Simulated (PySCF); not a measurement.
A small calculation by hand: chemical shift, span and skew from a shielding tensor

CH2F, SMILES [CH2]F (connectivity only; charge and spin as stated), charge +1, multiplicity 1. Atoms are numbered in the order given.

```xyz
4

C      0.0000     0.0000    -0.5933
F      0.0000     0.0000     0.6383
H      0.0000     0.9757    -1.0924
H      0.0000    -0.9757    -1.0924
```
Charge +1, spin multiplicity 1.

Geometry optimised at B3LYP-D3(BJ)/def2-TZVPD. The multiplicity is an assumed one; other spin states were not compared. The isomer is the one that the SMILES or the coordinates give; other isomers of the formula were not compared.

GIAO shieldings from B3LYP/pcSseg-2 run with PySCF, non-relativistic, no solvent. The symmetric part of the tensor of C1 has the principal values -323.0, -105.6, 81.7 ppm. The same nucleus in TMS has σ = 181.3 ppm at this level (PySCF, at its B3LYP-D3(BJ)/def2-TZVP geometry).

Question: Work out the isotropic shielding, the ¹³C shift against TMS, the span and the skew.

Answer: 
σ(iso) = (σ11 + σ22 + σ33)/3 = -115.6 ppm. δ = σ(ref) − σ(iso) = 181.3 − (-115.6) = 296.9 ppm.
Span Ω = σ33 − σ11 = 404.7 ppm. Skew κ = 3(σ(iso) − σ22)/Ω = -0.07. Tumbling in solution averages the tensor to δ; in a static solid the shielding alone would spread this spin-1/2 line over Ω.
